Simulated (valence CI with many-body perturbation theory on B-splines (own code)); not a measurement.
**Hf XXXIV: magnetic and hyperfine properties of the levels**

Computed by configuration interaction combined with many-body perturbation theory (CI+MBPT): three valence electrons over a frozen Dirac-Fock core [Kr], radial functions for each j: 7 s, 7 p, 8 d, 6 f, 4 g, 1 h, with the one-electron correlation potential Σ1, the two-electron term Σ2, the three-electron term Σ3, Breit, model QED; selected CI, second order for the rest, scaled by the run's own slope (own B-spline code, finite nucleus).

No measured spectrum was set against this ion. As an estimate, large intervals hold to a few tenths of a per cent, small ones and those within an open d or f shell to about a per cent. The list stops below the first excitations out of the core.

A/g_I is the dipole constant over the nuclear g factor μ/I (μ in nuclear magnetons, uniformly magnetised nucleus), B/Q the quadrupole constant per barn. Both hold the static response of the core; the bare values leave it out. Large factors of s and p1/2 electrons are usually good to 5 to 10 %; those of open d and f shells near neutrality can be off by tens of per cent, and small factors of p3/2, d and f electrons come from cancelling terms and can be off by a factor of two or in sign, in half-filled shells by more. B is blank for J = 1/2, where it vanishes, and for nearly pure S terms. Energies count from the lowest level.

Levels are named by their leading jj configuration (3d3/2^4 stands for four electrons in 3d with j = 3/2), which in mixed levels can hold well under half, so a name can repeat and another be missing. Letters in brackets count levels of one name in rising energy.

| Level | E (cm⁻¹) | g | A/g_I (MHz) | A/g_I bare | B/Q (MHz/b) | B/Q bare |
| --- | --- | --- | --- | --- | --- | --- |
| (4d3/2^3) J=3/2 | 0 | 0.675 | 24000 | 23000 | -13700 | -13200 |
| (4d3/2^2 4d5/2) J=5/2 [a] | 101750 | 1.051 | 13300 | 13200 | -7370 | -7130 |
| (4d3/2^2 4d5/2) J=3/2 | 120950 | 1.216 | 10300 | 10500 | -3870 | -3720 |
| (4d3/2^2 4d5/2) J=7/2 | 130650 | 1.064 | 14100 | 14000 | 4270 | 4080 |
| (4d3/2^2 4d5/2) J=9/2 | 134140 | 1.057 | 14800 | 14600 | 15800 | 15200 |
| (4d3/2^2 4d5/2) J=1/2 | 135770 | 1.878 | -11700 | -9990 |  |  |
| (4d3/2^2 4d5/2) J=5/2 [b] | 194990 | 1.327 | 7400 | 7860 | 22000 | 21200 |
| (4d3/2 4d5/2^2) J=7/2 [a] | 232010 | 1.094 | 11100 | 11100 | -136 | -141 |
| (4d3/2 4d5/2^2) J=9/2 | 244370 | 1.139 | 11200 | 11200 | 5260 | 5020 |
| (4d3/2 4d5/2^2) J=3/2 [a] | 257810 | 1.135 | 12500 | 12500 | -14800 | -14300 |
| (4d3/2 4d5/2^2) J=1/2 | 266170 | 1.451 | -4450 | -3620 |  |  |
| (4d3/2 4d5/2^2) J=11/2 | 273610 | 1.087 | 12700 | 12700 | 31600 | 30400 |
| (4d3/2 4d5/2^2) J=5/2 [a] | 274060 | 1.225 | 4770 | 5050 | 20800 | 20000 |
| (4d3/2 4d5/2^2) J=5/2 [b] | 293280 | 1.106 | 13300 | 13300 | -7030 | -6760 |
| (4d3/2 4d5/2^2) J=7/2 [b] | 299120 | 1.101 | 13000 | 13000 | 6550 | 6350 |
| (4d3/2 4d5/2^2) J=3/2 [b] | 349160 | 0.972 | 19300 | 18900 | 16700 | 16100 |
| (4d5/2^3) J=9/2 | 372540 | 1.147 | 9290 | 9360 | 3670 | 3540 |
| (4d5/2^3) J=3/2 | 414860 | 1.050 | 11600 | 11500 | 4570 | 4380 |
| (4d5/2^3) J=5/2 | 444210 | 1.160 | 9270 | 9380 | 3580 | 3450 |

(1) Take the isotope of mass number 177, with I = 7/2, μ = 0.791 μN and Q = 3.37 b. What is the hyperfine structure of (4d3/2^2 4d5/2) J=1/2?

## Answers

(1) From the table A = -2660 MHz. Shifts from the centre of gravity in MHz: F = 3: 5980, F = 4: -4660.
